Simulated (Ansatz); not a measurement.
`[CH3][Al]([OH])[SH]` + `CB(S)Br` → `CSB(C)Br` + `[OH][AlH][SH]`  (substitution at a C–Al bond)

Isolated molecules relaxed with PBE0-D4/def2-TZVP in Ansatz; ΔE leaves out vibrations. CCSD(T)/CBS is the MP2 limit (def2-TZVPP, def2-QZVPP) plus CCSD(T) − MP2 in def2-TZVPP, frozen cores. Functionals use def2-TZVPP. B3LYP here is the variant with VWN-RPA as its local correlation; programs differ in this. For Br outer-core shells are correlated without core-valence functions, which leaves a few kJ/mol of doubt a bond. Scalar relativity is left out up to krypton. Each species was taken in one conformer, which may not be the lowest.

Q: Is it downhill or uphill in electronic energy at CCSD(T)/CBS, and by how much? (Estimate.)

A: The calculation gave: Uphill: ΔE = +49.3 kJ/mol.

Q: What do these levels give: B3LYP-D4, ωB97X-V, ωB97M-V, CCSD(T)/def2-TZVPP, HF/CBS(def2), MP2/CBS(def2)? (Estimate.)

A: Ansatz gave: B3LYP-D4 49.0, ωB97X-V 47.9, ωB97M-V 51.6, CCSD(T)/def2-TZVPP 50.7, HF/CBS(def2) 49.1, MP2/CBS(def2) 48.3 kJ/mol.

Largest T1 diagnostic among the species: 0.012.

The D4 term adds −3.5 kJ/mol with B3LYP and −1.7 kJ/mol with PBE0; it sums over pairs of atoms, weighted by their polarisabilities, and B3LYP, whose exchange is more repulsive, gets the larger term.
